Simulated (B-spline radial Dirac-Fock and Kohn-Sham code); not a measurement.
Br⁴⁺ 4p1/2: cross section and angular parameters

System: Br⁴⁺, configuration [Ar] 3d10 4s2 4p1; threshold 58.24 eV (orbital energy of the model). These are calculated numbers from a B-spline atomic structure program; the model is Dirac-Hartree-Slater photoionisation with a Latter tail; cross sections with all multipoles, angular parameters from the dipole term and its interference with E2.

The run's input, task.json:

```json
{"items": [{
  "Z": 35,
  "q": 4,
  "cfg": [[1, 0, 2], [2, 0, 2], [2, 1, 6], [3, 0, 2], [3, 1, 6], [3, 2, 10], [4, 0, 2], [4, 1, 1]],
  "A": 79,
  "rrms": 4.1629,
  "do": "xps",
  "hv": [53.1, 60.8, 89.5, 106.0, 150, 182.0, 200, 300, 354.0, 400, 419.0, 562.0, 600, 605.0, 617.0, 662.0, 725.0, 1010.0, 1080.0, 1253.6, 1790.0, 2520.0, 4070.0, 5110.0, 6000, 7760.0, 9251.7, 12800.0, 13500.0, 14000.0]
}]}
```

Launch: `python xray2_run.py task.json out`

For linearly polarised light dσ/dΩ = σ/(4π) [1 + β P₂(cos θ) + (δ + γ cos²θ) sin θ cos φ], with θ from the polarisation vector and φ the angle between the beam and the projection of the electron momentum on the plane normal to the polarisation.

| hν (eV) | σ (kb) | β | γ | δ |
| --- | --- | --- | --- | --- |
| 89.5 | 19.1 | -0.056 | -0.040 | 0.029 |
| 106 | 17.0 | 0.272 | 0.018 | 0.028 |
| 150 | 14.2 | 0.903 | 0.145 | 0.016 |
| 182 | 12.3 | 1.146 | 0.167 | 0.009 |
| 200 | 11.3 | 1.241 | 0.168 | 0.006 |
| 300 | 7.12 | 1.507 | 0.096 | 0.000 |
| 354 | 5.74 | 1.569 | 0.056 | -0.001 |
| 400 | 4.87 | 1.603 | 0.029 | -0.001 |
| 419 | 4.57 | 1.613 | 0.020 | -0.001 |
| 562 | 2.94 | 1.655 | -0.018 | -0.001 |
| 600 | 2.64 | 1.660 | -0.021 | 0.000 |
| 605 | 2.61 | 1.661 | -0.021 | 0.000 |
| 617 | 2.52 | 1.662 | -0.022 | 0.000 |
| 662 | 2.24 | 1.664 | -0.021 | 0.000 |
| 725 | 1.92 | 1.666 | -0.016 | 0.000 |
| 1010 | 1.04 | 1.650 | 0.043 | 0.002 |
| 1080 | 0.915 | 1.644 | 0.063 | 0.003 |
| 1253.6 | 0.677 | 1.626 | 0.116 | 0.004 |
| 1790 | 0.311 | 1.563 | 0.288 | 0.010 |
| 2520 | 0.137 | 1.480 | 0.499 | 0.020 |
| 4070 | 0.0396 | 1.331 | 0.840 | 0.044 |
| 5110 | 0.0211 | 1.249 | 1.013 | 0.063 |
| 6000 | 0.0133 | 1.187 | 1.134 | 0.079 |
| 7760 | 0.00625 | 1.083 | 1.325 | 0.110 |
| 9251.7 | ? | ? | ? | ? |
| 12800 | 0.00132 | 0.870 | 1.671 | 0.197 |
| 13500 | 0.00111 | 0.847 | 1.705 | 0.208 |
| 14000 | 0.000991 | 0.832 | 1.728 | 0.216 |

**Question.** Give the values at Ga Kα (9251.7 eV).

**Answer.** σ = 0.00366 kb, β = 1.009, γ = 1.451, δ = 0.137.
